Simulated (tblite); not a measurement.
C₅H₁₂N₂OSi.
Structure used (GFN2-xTB), in Å, numbered top down from 1:
```
atom  x, y, z in Å
C1     2.8184   -0.5333    0.6221
O2     1.6885    0.2862    0.7723
C3     0.7368    0.1447   -0.2591
C4    -0.1526   -1.1077   -0.1398
N5    -1.5087   -0.5716   -0.0457
Si6   -2.9315   -1.4581    0.3733
N7    -1.4955    0.7784   -0.0233
C8    -0.3171    1.2399   -0.1451
C9     0.0235    2.6811   -0.1698
H10    3.3305   -0.3286   -0.3267
H11    3.4818   -0.2959    1.4513
H12    2.5598   -1.5981    0.6575
H13    1.2482    0.1951   -1.2359
H14   -0.0797   -1.7719   -1.0033
H15    0.0941   -1.6682    0.7670
H16   -4.0269   -0.5426    0.1020
H17   -2.9135   -1.9018    1.7750
H18   -2.9131   -2.6456   -0.4883
H19    0.4468    2.9536   -1.1369
H20   -0.8685    3.2723    0.0121
H21    0.7698    2.8892    0.5954
```

Level: GFN2-xTB in tblite, geometry and Hessian alike; calculated harmonic values, unscaled, isolated species. This tight-binding method is rough: wavenumbers can miss measured ones by several per cent, in bad cases by 10 to 20. Modes of hydrogen on silicon can be 10 to 20 % off. One conformer, not necessarily the lowest.

Harmonic wavenumbers (cm⁻¹): 49.1, 69.5, 96.6, 118.9, 136.0, 157.9, 169.5, 200.6, 291.2, 312.6, 359.5, 458.3, 483.6, 557.7, 561.5, 592.0, 633.6, 732.1, 780.2, 820.9, 853.2, 878.9, 945.0, 1006.8, 1020.2, 1040.2, 1048.4, 1109.0, 1124.3, 1134.7, 1150.8, 1161.2, 1176.4, 1213.1, 1285.6, 1301.3, 1327.0, 1387.1, 1406.0, 1458.4, 1462.5, 1465.6, 1470.9, 1491.4, 1701.1, 2189.7, 2228.9, 2352.2, 2811.4, 2896.2, 2922.6, 2930.9, 2960.1, 2991.8, 3018.7, 3027.2, 3062.9.

A = 2210, B = 902.3, C = 678.0 MHz; mass 144.072 u (most abundant isotopes); point group C1, symmetry number 1.

Task: Zero-point energy?

Result: Half the sum of the wavenumbers: 35796 cm⁻¹ = 428.22 kJ/mol.

Task: Give the ideal-gas entropy at 298.15 K and 1 bar in the rigid-rotor, harmonic-oscillator model (classical rotation).

Result: Translation 170.84, rotation 124.91, vibration 146.37: S = 442.1 J/(mol K).

Task: And Cp and H(298.15 K) − H(0)?

Result: Cp = 179.38 J/(mol K), of which vibrations give 146.12 (their classical limit is 57 R = 473.9); H(298.15 K) − H(0) = 32.69 kJ/mol without the zero-point energy, 22.77 from vibrations.

Task: What must be added to the electronic energy to get the Gibbs energy at 298.15 K and 1 bar?

Result: ZPE + [H(298.15 K) − H(0)] − T·S = 428.22 + 32.69 − 131.82 = 329.09 kJ/mol.

Task: Blend soft modes into free rotors: weight 1/[1 + (100 cm⁻¹/ν̃)⁴] for the oscillator and the rest for a rotor with moment μB/(μ + B), μ = h/(8π²ν), B = 10⁻⁴⁴ kg m². What vibrational entropy results?

Result: 135.65 J/(mol K) in place of 146.37, which changes −T·S at 298.15 K by +3.20 kJ/mol.

Hindered rotation and anharmonicity are outside this model. Other conformers, if any are populated, would add a mixing term that is left out. The structure is chiral; the term R ln 2 for an equal mix with its mirror image is left out.
